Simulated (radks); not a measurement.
Values are calculated unless marked as measured or tabulated.
All-electron atom: Hg in [Hg].

Level of theory: Dirac Kohn-Sham, PBE, spin-unpolarised, spherical densities, finite nucleus; Fermi nuclear charge, rms radius 5.4648 fm (a radial shooting solver on a logarithmic mesh with Libxc functionals).

Energy parts (eV):
total: -534904.02
kinetic: 616644.28
electron-nucleus: -1349127.32
Hartree: 207746.57
exchange-correlation: -10167.55

Orbitals (lengths in bohr, moments of r in powers of bohr; <r^-3> diverges for s and p1/2; r(90%) holds 90 % of the orbital's charge):
orbital	occ.	eigenvalue (eV)	<r^4>	r(90%)	<r^-3>	small-component weight
1s1/2	2	-82996.03	3.998e-07	0.0304	-	9.25e-02
2s1/2	2	-14698.47	0.00005791	0.109	-	2.12e-02
2p1/2	2	-14106.90	0.00003430	0.0950	-	2.14e-02
2p3/2	4	-12159.34	0.00005385	0.107	21440	1.89e-02
3s1/2	2	-3487.634	0.002101	0.265	-	7.11e-03
3p1/2	2	-3220.122	0.001827	0.257	-	7.06e-03
3p3/2	4	-2788.741	0.002547	0.279	5010	6.36e-03
3d3/2	4	-2344.194	0.001683	0.252	876.4	6.24e-03
3d5/2	6	-2251.754	0.001859	0.258	723.1	6.05e-03
4s1/2	2	-766.7412	0.04682	0.573	-	2.42e-03
4p1/2	2	-651.8413	0.04977	0.583	-	2.33e-03
4p3/2	4	-547.6854	0.06864	0.631	1214	2.06e-03
4d3/2	4	-359.5061	0.08119	0.660	191.1	1.86e-03
4d5/2	6	-340.0855	0.08945	0.676	154.1	1.79e-03
5s1/2	2	-117.7966	1.213	1.29	-	6.22e-04
4f5/2	6	-97.9613	0.1553	0.767	32.69	1.42e-03
4f7/2	8	-93.7686	0.1646	0.778	31.03	1.39e-03
5p1/2	2	-79.8776	1.715	1.41	-	5.36e-04
5p3/2	4	-61.6162	2.546	1.55	208.6	4.51e-04
5d3/2	4	-11.0006	12.54	2.27	18.79	2.51e-04
5d5/2	6	-9.1657	15.80	2.40	14.41	2.31e-04
6s1/2	2	-6.8234	118.8	4.06	-	6.82e-05

The highest occupied level is 6s1/2 at -6.823 eV. The density falls to 0.001 e/bohr^3 at r = 4.31 bohr. The electron density at the nucleus is 2.324e+06 e/bohr^3. Summed over all electrons, <r^2> = 61.45 bohr^2, which gives a Langevin (diamagnetic) susceptibility term of -48.7 x 10^-6 cm^3/mol.
